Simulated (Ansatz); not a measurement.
Coupled-cluster diagnostics for AsSe2, Ansatz.

Geometry of the doublet (PBE0-D4/def2-TZVP):

```xyz
3

As   -0.059    1.337   -0.124
Se    0.173   -0.554    1.238
Se   -0.114   -0.784   -1.115
```

Correlated methods freeze 27 core orbitals; core or outer-core shells of As, Se are correlated, in sets that lack core-valence functions. In CCSD on the charge 0 quartet the largest single amplitude is 0.24, so its Hartree–Fock determinant may place the open shell otherwise than the density functionals do. The structure comes from a short search, and lower isomers may exist.

Geometry of the charge 0 quartet (PBE0-D4/def2-TZVP):

```xyz
3

As   -0.876    0.533   -0.706
Se   -0.464   -0.315    1.435
Se    1.340   -0.219   -0.729
```

Task: Estimate the CCSD(T) correlation energy, the shares of MP2 and (T), T1 and the reference's ⟨S²⟩ for: charge 0, doublet, own geometry in def2-SVP; charge 0, quartet, own geometry in def2-SVP; and the rough time on 4 threads of Arm Neoverse V1 on a shared host.

Result: 
```tsv
state	basis	correlation (eV)	MP2 share (%)	(T) share (%)	T1	⟨S²⟩ (pure)	wall time
charge 0, doublet, own geometry	def2-SVP	-18.848	96.8	3.4	0.013	0.77 (0.75)	6 s
charge 0, quartet, own geometry	def2-SVP	-18.612	95.6	3.5	0.032	3.79 (3.75)	8.5 s
```
Customary marks for T1 are 0.02 (closed shells), 0.045 (open shells) and about 0.05 (3d metals). T1 exceeds 0.02 in 1 of 2 rows and 0.045 in 0; the higher it lies, the less the single-reference result can be trusted.
